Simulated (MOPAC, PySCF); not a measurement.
The same groups moved round the core (propene amino). All species are isolated molecules in the gas phase. One relaxed conformer stands for each flexible species; it need not be the lowest. Strings in code marks are SMILES.

Quantity: vertical ionisation energy (energy after one electron is removed minus that of the parent at the parent's geometry), in eV.

Level 1: r2SCAN-D4/def2-TZVP (PySCF)
Level 2: minus the HOMO energy of AM1 // r2SCAN-D4/def2-TZVP (MOPAC)
Level 3: minus the HOMO energy of PM7 // r2SCAN-D4/def2-TZVP (MOPAC)
Level 4: minus the HOMO energy of r2SCAN-D4/def2-TZVP (PySCF)

```json
[
 {"species": "`C/C=C/N`", "level 1": "7.80", "level 2": "8.63", "level 3": "8.60", "level 4": "?"},
 {"species": "`C=C(C)N`", "level 1": "7.99", "level 2": "8.71", "level 3": "8.78", "level 4": "4.95"},
 {"species": "`C/C=C\\N`", "level 1": "?", "level 2": "?", "level 3": "8.54", "level 4": "4.78"}
]
```

Task: What belongs in the gaps?

Result: 
- `C/C=C/N`, level 4: 4.75
- `C/C=C\N`, level 1: 7.83
- `C/C=C\N`, level 2: 8.58
